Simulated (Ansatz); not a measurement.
This geometry of C₂H₇Sb (10 atoms, charge 0, multiplicity 1) is a first-order saddle point.

Method: Ansatz, RHF/def2-SVP.

```xyz
10
Properties=species:S:1:pos:R:3
C -0.563 1.385 -0.658
Sb 0.210 -0.591 -1.136
C 0.181 -1.376 0.901
H -1.630 1.309 -0.449
H -0.424 2.049 -1.512
H -0.055 1.805 0.209
H 1.846 -0.108 -1.102
H -0.268 -2.368 0.910
H 1.193 -1.441 1.299
H -0.406 -0.717 1.542
```

(1) Which two structures does it join? (They come from a converged band through this point; their orientation in space is the band's.)

(2) How far does it lie above each of them?

Results:

(1) No bond is made or broken. The dihedral C1–Sb2–C3–H9 goes from -168 to -47°. The two ends are copies of one structure, up to a mirror image or an exchange of like atoms.

Initial state:

```xyz
10
Properties=species:S:1:pos:R:3
C -0.868 1.123 -0.793
Sb 0.606 -0.454 -1.061
C 0.464 -1.247 0.960
H -1.863 0.677 -0.757
H -0.829 1.811 -1.638
H -0.690 1.675 0.129
H 1.954 0.541 -0.738
H -0.479 -1.785 1.065
H 1.282 -1.945 1.139
H 0.506 -0.447 1.698
```

Final state:

```xyz
10
Properties=species:S:1:pos:R:3
C -0.430 1.459 -0.585
Sb 0.097 -0.571 -1.162
C 0.067 -1.404 0.847
H -1.488 1.491 -0.323
H -0.261 2.135 -1.423
H 0.160 1.790 0.269
H 1.779 -0.289 -1.182
H 0.521 -2.395 0.841
H 0.607 -0.766 1.545
H -0.968 -1.501 1.177
```

(2) 0.046 eV above the first and 0.046 eV above the second. This is the barrier of this one path; another mechanism may lie lower.

Time of the run: 4.5 min on 1 CPU thread of a shared host.
